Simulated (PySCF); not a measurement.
## Adding and removing an electron: SnO

RHF-MP2; PySCF, scalar-relativistic core potentials, basis sets Sn def2-TZVPPD with ECP28, O def2-TZVPPD. Neutral (RHF): singlet (closed shell), Re = 1.848 Å, ωe = 802 cm⁻¹, De = 6.21 eV.

SnO⁺ (UHF): doublet (π ↑), Re = 1.968 Å, ωe = 657 cm⁻¹, De = 3.17 eV to Sn⁺ + O. The energies at the minima are -288.79192 hartree for SnO and -288.41431 for SnO⁺.

Question: Work out the adiabatic ionisation energy, without and with harmonic zero-point energies (1 hartree = 27.2114 eV, 1 eV = 8065.5 cm⁻¹), and the change of the bond length.

Answer: At MP2: 0.37761 hartree = 10.275 eV between the minima; the zero-point term (657.0 − 802.0)/2 cm⁻¹ = -0.009 eV makes it 10.266 eV. Re changes by +12.0 pm against the neutral. The electron leaves a π orbital, and the longer bond of the ion fits a bonding orbital, or a change in how ionic the bond is.

Correlated steps freeze 5 core orbitals. These are scalar-relativistic numbers at best; spin–orbit coupling would shift them, the dissociation energy most. For an ion De counts to the pair picked by the measured ionisation energies or electron affinities, which need not be the lowest pair at this level. Where the molecule has an RHF reference, its open-shell atoms are computed with UHF. States were picked by a PBE0 search and need not be the measured ground states.

Neutral and ion stand on different kinds of reference determinant, which adds to the error of the difference.
